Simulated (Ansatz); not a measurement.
Consider the ligand exchange at a Ge–O bond: `OC(=S)[O][GeH3]` + HBr → `[GeH3][Br]` + `OC(O)=S`.

Program: Ansatz. Geometries: PBE0-D4/def2-TZVP. ΔE: electronic, gas phase. CBS: MP2 limit from def2 TZ/QZ plus the TZ coupled-cluster correction, frozen cores. For Br, Ge outer-core shells are correlated without core-valence functions, which leaves a few kJ/mol of doubt a bond. Scalar relativity is left out up to krypton. Each species was taken in one conformer, which may not be the lowest.

```
          species  CCSD(T)/CBS(def2) energy (Eh)
`OC(=S)[O][GeH3]`                    -2664.69615
              HBr                    -2573.91920
     `[GeH3][Br]`                    -4651.26096
        `OC(O)=S`                     -587.37155
```

**Question.** Work out ΔE.

**Answer.** ΔE = (-4651.26096) + (-587.37155) − (-2664.69615) − (-2573.91920) = -0.01716 Eh = -0.47 eV.

Largest T1 diagnostic among the species: 0.016.

In def2-TZVPP, CCSD(T) changes the Hartree–Fock value by +0.12 eV (the triples alone add +0.02 eV) and MP2 by +0.10 eV. The D4 term adds +0.06 eV with B3LYP and +0.03 eV with PBE0; it sums over pairs of atoms, weighted by their polarisabilities, and B3LYP, whose exchange is more repulsive, gets the larger term.

B3LYP here is the variant with VWN-RPA as its local correlation; programs differ in this.
